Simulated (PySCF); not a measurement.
PySCF input for C2H7AlSe, SMILES [CH3][Al]([CH3])[SeH], TPSSh-D3(BJ)/def2-SVP. Geometry: TPSSh-D3(BJ)/def2-SVP. The structure was generated by enumeration; whether it is a known compound was not checked. The values are those of a single conformer.

```python
import numpy as np
from pyscf import gto, scf, dft, df
from pyscf.hessian import thermo

mol = gto.M(
    atom='''
    Al   -0.77445409    0.55718427   -0.19884449
    C    -2.54295701   -0.28676850   -0.10891625
    H    -2.50476068   -1.35487221    0.16051063
    H    -3.06674764   -0.20415527   -1.07873001
    H    -3.18234663    0.22337220    0.63458113
    C    -0.45205263    2.43982047   -0.65885223
    H     0.18607946    2.52937746   -1.55618216
    H     0.07668349    2.96688160    0.15538134
    H    -1.38804914    2.98842514   -0.85912458
    Se    1.05543703   -0.81127500    0.28408659
    H     2.03224312    0.27261343    0.07620855
    ''',
    basis='def2-SVP',
    charge=0,
    spin=0,
    max_memory=1600,
    verbose=3,
)
mf = dft.RKS(mol, xc='tpssh').density_fit(auxbasis='def2-universal-jkfit')
mf.disp = 'd3bj'
mf.grids.level = 4
mf.conv_tol = 1e-11
mf.max_cycle = 100
mf.kernel()

# [left out here: the lines that compute and print the analytic Hessian (its translational invariance restored by hand, since the grid's response is missing), thermochemistry and intensities]
```

Log of the run:

```
converged SCF energy = -2724.01312977919

WARN: MGGA Hessian is sensitive to dft grids. grids.level 4 may not be dense enough.


WARN: DFTD3 does not support analytical Hessian, using finite difference


WARN: Mole.unit (angstrom) is changed to Bohr

Mode                                 0                   1                   2
Irrep
Freq [cm^-1]                      -22.8810             58.7879            125.9674
Reduced mass [au]                   1.0239              1.0323              3.5294
Force const [Dyne/A]               -0.0003              0.0021              0.0330
Char temp [K]                     -32.9207             84.5827            181.2391
Normal mode                   x     y     z       x     y     z       x     y     z
       0  Al                -0.00  0.00  0.01   -0.00  0.01  0.02    0.05  0.07 -0.01
       1   C                 0.00 -0.01 -0.03    0.00 -0.00 -0.01    0.12 -0.07  0.03
       2   H                 0.01 -0.03 -0.11   -0.03  0.12  0.49    0.25 -0.06  0.04
       3   H                -0.01  0.06 -0.02    0.27 -0.48 -0.20    0.09 -0.14  0.04
       4   H                 0.01 -0.06  0.02   -0.22  0.33 -0.43    0.09 -0.14  0.04
       5   C                -0.00 -0.00 -0.00   -0.00  0.00  0.01   -0.07  0.09 -0.03
       6   H                -0.47 -0.04 -0.34   -0.06 -0.00 -0.03   -0.10  0.14 -0.04
       7   H                 0.51 -0.11 -0.26    0.06 -0.01 -0.02   -0.10  0.14 -0.04
       8   H                -0.03  0.13  0.51   -0.01  0.02  0.08   -0.13  0.00 -0.01
       9  Se                -0.00  0.00  0.01    0.00 -0.00 -0.01   -0.03 -0.03  0.00
      10   H                -0.00  0.01  0.05    0.00 -0.01 -0.04    0.10 -0.13  0.04
Mode                                 3                   4                   5
Irrep
Freq [cm^-1]                      144.4639            169.2357            269.0122
Reduced mass [au]                   2.6123              3.1832              1.0275
Force const [Dyne/A]                0.0321              0.0537              0.0438
Char temp [K]                     207.8514            243.4925            387.0487
Normal mode                   x     y     z       x     y     z       x     y     z
       0  Al                 0.03 -0.01  0.00   -0.01  0.04  0.14    0.00 -0.00 -0.00
       1   C                -0.04  0.12 -0.03    0.00 -0.02 -0.07   -0.00  0.00  0.02
       2   H                -0.19  0.12 -0.04    0.02 -0.05 -0.21   -0.01  0.02  0.09
       3   H                 0.01  0.21 -0.05    0.13  0.09 -0.13   -0.06 -0.04  0.04
       4   H                 0.01  0.21 -0.05   -0.12 -0.15 -0.09    0.05  0.06  0.02
       5   C                -0.15  0.02 -0.02    0.00 -0.02 -0.07    0.00 -0.00 -0.01
       6   H                -0.20  0.11 -0.04    0.04 -0.20 -0.07    0.01 -0.05 -0.01
       7   H                -0.21  0.11 -0.04   -0.02  0.14 -0.16   -0.01  0.04 -0.04
       8   H                -0.25 -0.13  0.01    0.01 -0.06 -0.22    0.00 -0.01 -0.05
       9  Se                 0.03 -0.03  0.01    0.00 -0.00 -0.02    0.00 -0.00 -0.01
      10   H                 0.03 -0.03  0.01   -0.00  0.00  0.01   -0.07  0.24  0.94
Mode                                 6                   7                   8
Irrep
Freq [cm^-1]                      345.8505            551.2480            582.3332
Reduced mass [au]                   7.0678              1.0793              1.2926
Force const [Dyne/A]                0.4981              0.1932              0.2583
Char temp [K]                     497.6018            793.1231            837.8478
Normal mode                   x     y     z       x     y     z       x     y     z
       0  Al                -0.10  0.07 -0.03    0.02 -0.01  0.00   -0.03  0.02 -0.01
       1   C                -0.09 -0.03  0.00   -0.01  0.02 -0.01    0.05  0.01 -0.08
       2   H                 0.05 -0.03  0.01    0.20  0.03  0.01    0.09  0.08  0.17
       3   H                -0.12 -0.11  0.02   -0.07 -0.11  0.02   -0.33 -0.13  0.13
       4   H                -0.12 -0.10  0.02   -0.07 -0.11  0.03    0.39  0.19  0.10
       5   C                 0.01  0.09 -0.02    0.04  0.04 -0.01   -0.02 -0.03  0.08
       6   H                 0.04  0.04 -0.01   -0.05  0.17 -0.06   -0.06 -0.47  0.00
       7   H                 0.04  0.04 -0.01   -0.05  0.18 -0.04    0.08  0.25 -0.18
       8   H                 0.07  0.18 -0.04   -0.09 -0.16  0.03    0.02 -0.04 -0.17
       9  Se                 0.05 -0.03  0.01   -0.00 -0.01  0.00    0.00 -0.00  0.00
      10   H                 0.03 -0.02  0.01   -0.64  0.54 -0.19   -0.05  0.02 -0.12
Mode                                 9                  10                  11
Irrep
Freq [cm^-1]                      583.1387            629.9387            681.3291
Reduced mass [au]                   2.6514              1.5294              1.3770
Force const [Dyne/A]                0.5312              0.3576              0.3766
[...]
       5   C                 0.00  0.02 -0.01   -0.01  0.00 -0.00   -0.06  0.01 -0.01
       6   H                 0.00 -0.11 -0.01    0.05  0.02  0.04    0.50  0.14  0.39
       7   H                -0.00 -0.09  0.06    0.06  0.00 -0.04    0.51 -0.02 -0.35
       8   H                -0.06 -0.08  0.02   -0.02 -0.03  0.00   -0.22 -0.26  0.09
       9  Se                -0.00  0.00 -0.00   -0.00 -0.00  0.00   -0.00  0.00 -0.00
      10   H                -0.01  0.01 -0.00   -0.01  0.01 -0.00    0.00 -0.00  0.00
Mode                                18                  19                  20
Irrep
Freq [cm^-1]                     1444.8150           1446.0157           2426.8342
Reduced mass [au]                   1.0572              1.0528              1.0204
Force const [Dyne/A]                1.3003              1.2970              3.5409
Char temp [K]                    2078.7671           2080.4946           3491.6740
Normal mode                   x     y     z       x     y     z       x     y     z
       0  Al                -0.00 -0.00 -0.00    0.00 -0.00 -0.01   -0.00 -0.00  0.00
       1   C                 0.00 -0.01 -0.05    0.00 -0.01 -0.03    0.00  0.00 -0.00
       2   H                -0.04  0.15  0.61   -0.02  0.09  0.34    0.00  0.00  0.00
       3   H                 0.07  0.40 -0.04    0.05  0.22 -0.02   -0.00  0.00  0.00
       4   H                -0.08 -0.36  0.13   -0.05 -0.21  0.08   -0.00 -0.00 -0.00
       5   C                -0.00  0.01  0.03    0.01 -0.01 -0.05    0.00 -0.00  0.00
       6   H                -0.14  0.14 -0.06    0.26 -0.27  0.12    0.00  0.00 -0.00
       7   H                 0.19 -0.15  0.00   -0.30  0.29 -0.03    0.00  0.00 -0.00
       8   H                 0.01 -0.10 -0.34   -0.03  0.16  0.60   -0.00 -0.00  0.00
       9  Se                 0.00  0.00 -0.00   -0.00  0.00  0.00   -0.01 -0.01  0.00
      10   H                -0.00  0.00  0.00    0.00 -0.00 -0.01    0.66  0.72 -0.14
Mode                                21                  22                  23
Irrep
Freq [cm^-1]                     3010.6413           3013.0747           3088.0729
Reduced mass [au]                   1.0367              1.0358              1.0980
Force const [Dyne/A]                5.5362              5.5403              6.1689
Char temp [K]                    4331.6425           4335.1436           4443.0494
Normal mode                   x     y     z       x     y     z       x     y     z
       0  Al                -0.00 -0.00  0.00    0.00 -0.00  0.00    0.00 -0.00 -0.00
       1   C                 0.05  0.01  0.00   -0.01 -0.00 -0.00    0.01 -0.02 -0.08
       2   H                 0.04 -0.44  0.11   -0.01  0.09 -0.02    0.00  0.00 -0.02
       3   H                -0.27  0.05 -0.53    0.05 -0.01  0.11    0.33 -0.06  0.58
       4   H                -0.33  0.29  0.41    0.07 -0.06 -0.08   -0.40  0.31  0.44
       5   C                 0.00  0.01 -0.00    0.01  0.05 -0.01    0.00 -0.00 -0.00
       6   H                -0.07 -0.01  0.10   -0.33 -0.03  0.47   -0.00 -0.00  0.00
       7   H                -0.06 -0.05 -0.09   -0.27 -0.26 -0.43    0.00  0.00  0.00
       8   H                 0.09 -0.05  0.02    0.45 -0.24  0.09   -0.00 -0.00 -0.00
       9  Se                 0.00  0.00 -0.00   -0.00  0.00 -0.00    0.00 -0.00 -0.00
      10   H                 0.00 -0.00  0.00    0.00  0.00 -0.00    0.00 -0.00 -0.00
Mode                                24                  25                  26
Irrep
Freq [cm^-1]                     3095.6577           3108.8665           3115.9604
Reduced mass [au]                   1.0983              1.1008              1.1001
Force const [Dyne/A]                6.2014              6.2686              6.2932
Char temp [K]                    4453.9621           4472.9668           4483.1733
Normal mode                   x     y     z       x     y     z       x     y     z
       0  Al                 0.00 -0.00 -0.00    0.00 -0.00  0.00   -0.00  0.00 -0.00
       1   C                -0.00  0.00  0.00   -0.00  0.00 -0.00   -0.03  0.08 -0.02
       2   H                 0.00 -0.00  0.00    0.00 -0.00  0.00    0.03 -0.81  0.21
       3   H                -0.00  0.00 -0.00    0.00 -0.00  0.00    0.15 -0.01  0.28
       4   H                 0.00 -0.00 -0.00    0.00 -0.00 -0.00    0.18 -0.13 -0.22
       5   C                 0.01 -0.02 -0.08    0.09 -0.02  0.01   -0.00  0.00 -0.00
       6   H                -0.40 -0.06  0.54   -0.19 -0.03  0.30    0.00  0.00 -0.00
       7   H                 0.33  0.32  0.49   -0.16 -0.18 -0.28    0.00  0.00  0.00
       8   H                -0.01  0.00 -0.02   -0.68  0.40 -0.15    0.00 -0.00  0.00
       9  Se                -0.00  0.00  0.00   -0.00  0.00 -0.00    0.00 -0.00  0.00
      10   H                 0.00 -0.00 -0.00   -0.00  0.00 -0.00   -0.00 -0.00  0.00
temperature 298.1500 [K]
pressure 101325.00 [Pa]
Rotational constants [GHz] 4.79653 1.76396 1.31079
Symmetry number 1
Zero-point energy (ZPE) 0.07906 [Eh]   207571.581 [J/mol]
                           tot       elec      trans        rot        vib
Entropy [J/mol/K]       363.199      0.000    170.109    116.160     76.931
Cv [J/mol/K]            101.890      0.000     12.472     12.472     76.947
Cp [J/mol/K]            110.205      0.000     20.786     12.472     76.947
Internal energy [J/mol]                      3718.434   3718.434 219757.329
Internal energy [Eh]   -2723.92660  -2724.01313
Enthalpy [J/mol]                             6197.391   3718.434 219757.329
Enthalpy [Eh]          -2723.92565
Gibbs free energy [J/mol]                  -44520.631 -30914.531 196820.471
Gibbs free energy [Eh] -2723.96690
static polarisability / bohr^3: [[80.928 -5.366  3.433]
 [-5.365 72.906 -5.703]
 [ 3.438 -5.706 53.923]]
largest difference of analytic and finite-field dipole derivatives / e: 0.0015491275202546007
mode   freq/cm-1   IR/(km/mol)   Raman/(A^4/amu)   depolarisation
   1      -22.88         0.001             0.016            0.750
   2       58.79         0.002             0.087            0.750
   3      125.97         4.476             1.792            0.732
   4      144.46         2.559             2.903            0.691
   5      169.24         6.667             0.352            0.750
   6      269.01         6.217             1.997            0.750
   7      345.85        19.287            16.702            0.098
   8      551.25         5.607             8.759            0.739
   9      582.33         4.170             2.762            0.226
  10      583.14        24.759            13.236            0.139
  11      629.94         1.717             4.820            0.728
  12      681.33        57.546             2.789            0.750
  13      717.11        93.017             0.502            0.748
  14      745.89       159.102             0.116            0.181
  15     1230.36        19.998             1.332            0.064
  16     1232.37        11.176             1.915            0.018
  17     1441.76         0.478            12.012            0.748
  18     1444.53         0.157             9.884            0.735
  19     1444.82         0.156            13.287            0.750
  20     1446.02         4.102             4.825            0.750
  21     2426.83        16.368           151.498            0.297
  22     3010.64         7.030            93.442            0.019
  23     3013.07         5.029           195.200            0.000
  24     3088.07         8.380           102.222            0.750
  25     3095.66         6.339            86.631            0.750
  26     3108.87        11.193           120.332            0.719
  27     3115.96         7.995            95.548            0.742
max |gradient| / (hartree/bohr): 2.8158651452572812e-05
APT charges: [ 1.2496e+00 -4.0380e-01  8.1000e-03 -5.0000e-04 -5.0000e-04 -4.0640e-01
  3.1000e-03  3.2000e-03 -5.0000e-03 -4.2920e-01 -1.8800e-02]
```

The calculation finished and met its thresholds. The end point has an imaginary mode, so it is no minimum.

Cost: about 14 core-minutes (a rough figure).
